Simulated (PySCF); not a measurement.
Species: C6H16N2Si.
SMILES with atom numbers: `[CH3:1][N:2]([CH3:3])[SiH2:4][N:5]1[CH2:6][CH2:7][CH2:8][CH2:9]1` (hydrogens: H10, H11, H12 on C1; H13, H14, H15 on C3; H16, H17 on Si4; H18, H19 on C6; H20, H21 on C7; H22, H23 on C8; H24, H25 on C9)

Computed by this run: PBE0-D3(BJ)/def2-SVP geometry optimisation, gas phase in PySCF; density fitting, grid level 1; the optimiser is geomeTRIC in internal coordinates, started from a GFN2-xTB structure with every atom displaced at random (about 0.01 Å).

Step 0: E = -17317.9496 eV
```
atom  x, y, z in Å  |  force x, y, z in eV/Å
C1      3.0454   -0.4797    1.1462   -1.371   1.505  -0.035
N2      1.9006    0.0896    0.4227    1.603   0.348   0.509
C3      2.2033    1.3628   -0.1866    0.622  -0.362   1.137
Si4     0.7558   -0.9504   -0.2562   -1.288   0.298  -0.116
N5     -0.5947    0.0667   -0.6824    0.527   0.348   0.857
C6     -1.2143    0.9443    0.3066    0.277  -0.806   0.229
C7     -2.4689    0.1951    0.7690   -0.727   0.580  -0.446
C8     -2.7792   -0.7490   -0.4031   -0.456   0.338   0.167
C9     -1.7073   -0.4299   -1.4161    0.230  -0.663  -1.029
H10     3.3498    0.2454    1.9249    0.144  -0.192   0.024
H11     2.7287   -1.3918    1.6230    0.000  -0.764   0.387
H12     3.8834   -0.6495    0.4856    0.762  -0.280  -0.418
H13     3.0375    1.2930   -0.8861    0.489   0.053  -0.372
H14     2.4810    2.0893    0.6056   -0.040   0.016  -0.213
H15     1.3535    1.7257   -0.7176   -0.972   0.471  -0.584
H16     0.5068   -1.9494    0.8034   -0.011  -0.481   0.236
H17     1.0591   -1.6145   -1.5208    0.244  -0.513  -0.608
H18    -0.5346    1.1636    1.1307    0.273   0.158   0.165
H19    -1.4914    1.8743   -0.1787   -0.157   0.663  -0.237
H20    -2.3005   -0.3578    1.6844    0.184  -0.287   0.508
H21    -3.3102    0.8910    0.9599    0.206  -0.133   0.040
H22    -3.7857   -0.6198   -0.8120   -0.219   0.078  -0.056
H23    -2.7028   -1.7818   -0.1025    0.064  -0.759   0.304
H24    -1.4207   -1.2969   -2.0334   -0.047  -0.010  -0.044
H25    -2.0420    0.3418   -2.1095   -0.339   0.393  -0.408
```

Q: Estimate the geometry and energy of step 1. (The exact step hangs on the optimiser's Hessian estimate; all steps are aligned on step 0, rigid shifts and turns removed.)

A: E = -17318.2051 eV, largest force 0.308 eV/Å
```
atom  x, y, z in Å  |  force x, y, z in eV/Å
C1      3.0446   -0.4149    1.2011    0.093  -0.159  -0.112
N2      1.9836    0.1082    0.3788    0.057  -0.029  -0.003
C3      2.3125    1.3535   -0.2651   -0.136   0.122  -0.248
Si4     0.7599   -0.9296   -0.2768   -0.124  -0.027  -0.062
N5     -0.6286    0.0584   -0.6265    0.015  -0.158   0.023
C6     -1.2483    0.8932    0.3869   -0.025   0.179  -0.071
C7     -2.5508    0.1702    0.7793    0.045  -0.075   0.108
C8     -2.8525   -0.7432   -0.4255    0.012  -0.146  -0.018
C9     -1.7371   -0.4188   -1.4353    0.027   0.102   0.004
H10     3.3322    0.3094    1.9846   -0.005   0.016   0.022
H11     2.7266   -1.3455    1.7039    0.047   0.104  -0.063
H12     3.9635   -0.6405    0.6090   -0.136   0.011   0.171
H13     3.1700    1.2676   -0.9677   -0.031  -0.014   0.060
H14     2.5781    2.1256    0.4789   -0.002   0.018   0.039
H15     1.4448    1.7246   -0.8409    0.136  -0.071   0.092
H16     0.5740   -2.0108    0.7512    0.047   0.039   0.057
H17     1.0796   -1.6358   -1.5680   -0.051   0.088   0.019
H18    -0.5633    1.0755    1.2285   -0.002  -0.017   0.002
H19    -1.4951    1.8817   -0.0582    0.064  -0.093   0.092
H20    -2.4042   -0.4230    1.6978   -0.011   0.033  -0.090
H21    -3.3632    0.8805    0.9856   -0.037   0.041   0.005
H22    -3.8538   -0.5810   -0.8491   -0.031   0.022  -0.012
H23    -2.7975   -1.8048   -0.1318    0.000   0.069  -0.011
H24    -1.4485   -1.2728   -2.0634    0.027  -0.058  -0.015
H25    -2.0740    0.3842   -2.1208    0.019   0.003   0.012
```

The energy changes by -0.2555 eV. The first-order estimate −F·Δx gives -0.5312 eV and the mean of the old and new forces, exact on a quadratic surface, -0.2570 eV. The step makes an angle of 77° with the force vector and moves no atom by more than 0.164 Å.

The cost below is that of the whole optimisation. The run took 6.0 min wall on one thread of an Arm Neoverse V1, no GPU, shared host with 32 logical CPUs at a one-minute load of 20, and the process peaked at 0.96 GiB of memory.
